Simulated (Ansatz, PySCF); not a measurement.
Reaction (SMILES): [GeH]([F])([F])[F] [trifluorogermane] → [F][Ge]([F])[F] + H atom (the Ge-H bond breaks)

Quantity: bond dissociation energy (enthalpy at 298 K), in kcal/mol. Conventions: valence correlation only (noble-gas shells and the d and f shells of earlier blocks); non-relativistic; LANL2DZ with its own core potentials from Na on; no dispersion term unless named; no spin-orbit coupling; six Cartesian d functions in 6-31G* and its kin unless marked 5d; UHF or UKS for open shells. First-principles rows: single points at B3LYP-D3(BJ) geometries (Ansatz, a quantum-chemistry and plane-wave program), with unscaled harmonic terms from B3LYP/6-31G* (LANL2DZ past Ar) (Ansatz) at its own minima.

```tsv
level	program	bond dissociation energy (enthalpy at 298 K) (kcal/mol)
SVWN5/6-31G*	Ansatz	90.2
B3LYP/LANL2DZ	Ansatz	81.8
B3LYP/6-31G	Ansatz	80.3
B3LYP/6-31G*	Ansatz	83.4
B3LYP/6-31G* with LANL2DZ past Ar	Ansatz	86.0
PBE0/6-31G*	Ansatz	82.9
M06-2X/6-31G* with LANL2DZ past Ar (5d)	PySCF	89.9
MP2/STO-3G	Ansatz	96.9
MP2/6-31G*	Ansatz	77.5
PBE/def2-TZVPD	Ansatz	79.2
wB97X-V/def2-TZVPD	Ansatz	87.1
B2PLYP-D3(BJ)/def2-TZVPD	Ansatz + dftd3	84.6
```

No value to compare with is used here. The 9 habitual levels span 77.5 (MP2/6-31G*) to 96.9 kcal/mol (MP2/STO-3G); PBE/def2-TZVPD gives 79.2.

The levels are drawn from those run, B3LYP/6-31G* more often than the rest, none by its result; left out are runs that failed, that the program found above a lower state of the same kind, or whose <S^2> lies over 0.5 above the pure value.
